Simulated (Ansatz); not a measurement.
Molecule: CH7ClNSi2, charge -1, multiplicity 1. It need not be the lowest isomer of its formula. Whether it binds its extra electron was not tested at this geometry. 
Structure (B3LYP-D3(BJ)/def2-TZVP (Ansatz, an electronic-structure program) minimum search):
```xyz
12

Si     0.6047     0.2202    -0.5284
C      1.2665    -1.3659    -0.7795
Cl     1.3505     1.7484     0.9423
N     -1.0233     0.1018     0.1017
Si    -1.9615    -1.3123    -0.1182
H      0.6746     1.0915    -1.7346
H      2.0369    -1.5145    -1.5317
H      1.2733    -2.1118     0.0107
H     -1.3604     0.8170     0.7281
H     -3.3010    -1.0222     0.5009
H     -1.4902    -2.5486     0.5611
H     -2.2327    -1.6622    -1.5356
```
Charge -1, spin multiplicity 1.

Total electronic energies in hartree. Valence correlation only, unless marked. No spin-orbit coupling. Non-relativistic unless marked X2C. CBS marks a two-point X^-3 extrapolation of the correlation energy; Hartree-Fock from the larger set.

```json
[
 {"level": "SVWN5/def2-TZVPD", "program": "Ansatz", "energy (Eh)": "-1131.80560"},
 {"level": "PBE-D4/def2-TZVPD", "program": "Ansatz + dftd4", "energy (Eh)": "-1135.83726"},
 {"level": "PBE0/def2-TZVPD", "program": "Ansatz", "energy (Eh)": "-1135.92977"},
 {"level": "CAM-B3LYP-D4/def2-TZVPD", "program": "Ansatz + dftd4", "energy (Eh)": "-1136.43484"},
 {"level": "CAM-B3LYP/def2-TZVPD", "program": "Ansatz", "energy (Eh)": "-1136.42276"},
 {"level": "B2GP-PLYP/def2-TZVPD", "program": "Ansatz", "energy (Eh)": "-1135.83650"},
 {"level": "PBE-QIDH/def2-TZVPD", "program": "Ansatz", "energy (Eh)": "(withheld)"},
 {"level": "RI-MP2/aug-cc-pV(T+d)Z", "program": "Ansatz", "energy (Eh)": "-1134.80774"},
 {"level": "SCS-MP2/6-31G*", "program": "Ansatz", "energy (Eh)": "-1134.35890"},
 {"level": "SCS-MP2/cc-pV(Q+d)Z", "program": "Ansatz", "energy (Eh)": "-1134.87802"},
 {"level": "CCSD/cc-pwCVTZ", "program": "Ansatz", "energy (Eh)": "-1134.85212"},
 {"level": "CCSD(T)/STO-3G", "program": "Ansatz", "energy (Eh)": "-1121.14384"},
 {"level": "CCSD(T)/6-31G", "program": "Ansatz", "energy (Eh)": "-1134.03120"},
 {"level": "X2C-CCSD(T)/cc-pVTZ-DK", "program": "Ansatz", "energy (Eh)": "-1137.52167"},
 {"level": "CCSD(T)/CBS(aug-cc-pV(T+d)Z,aug-cc-pV(Q+d)Z)", "program": "Ansatz", "energy (Eh)": "-1135.0079"}
]
```

### Question
Some entries are withheld; supply them.

### Answer

- PBE-QIDH/def2-TZVPD, energy (Eh): -1135.66086
